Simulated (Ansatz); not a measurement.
Calculated with Ansatz (gas phase, PBE0-D4/def2-TZVP geometries, no zero-point term in ΔE). CCSD(T)/CBS adds triple-zeta CCSD(T) − MP2 to the extrapolated MP2 energy (def2 sets, frozen cores). This one scheme is used for every species. DFT in def2-TZVPP. Each species was taken in one conformer, which may not be the lowest.

Consider the cleavage of the Al–B bond: `F[B](F)[AlH2]` + `N=C[SiH3]` → `[AlH2]/[N]=C\[SiH3]` + `FBF`.

```tsv
level	ΔE (kJ/mol)	difference from CCSD(T)/CBS
BLYP-D4	-124.2	-8.2
r2SCANh-D4	-123.5	-7.5
CAM-B3LYP-D4	-122.9	-6.9
ωB97M-V	-117.4	-1.4
PBE	-109.3	6.7
BLYP	-119.9	-3.9
PBE0	-109.8	6.2
r2SCANh	-122.7	-6.7
CAM-B3LYP	-120.7	-4.7
HF/def2-SVP	-126.0	-10.0
SCS-MP2/def2-TZVPP	-123.8	-7.8
CCSD/def2-TZVPP	-115.2	0.8
CCSD(T)/def2-TZVPP	-116.0	0.0
HF/def2-QZVPP	-121.2	-5.2
SCS-MP2/def2-QZVPP	-124.0	-8.0
HF/CBS(def2)	-121.3	-5.3
CCSD(T)/CBS	-116.0	0
```

Largest T1 diagnostic among the species: 0.015.

At CCSD(T), def2-SVP lies −7.1 kJ/mol from the extrapolated value and def2-TZVPP +0.0 kJ/mol. The D4 term adds −3.5 kJ/mol with B3LYP and −2.0 kJ/mol with PBE0; it sums over pairs of atoms, weighted by their polarisabilities, and B3LYP, whose exchange is more repulsive, gets the larger term. Leaving LDA and LC-ωPBE aside and taking each functional with its dispersion term where it has one, the values, not all of them listed here, spread over 18.2 kJ/mol, from B97M-V to revPBE-D4. LDA lies −9.5 kJ/mol from PBE without D4.

B3LYP here is the variant with VWN-RPA as its local correlation; programs differ in this.
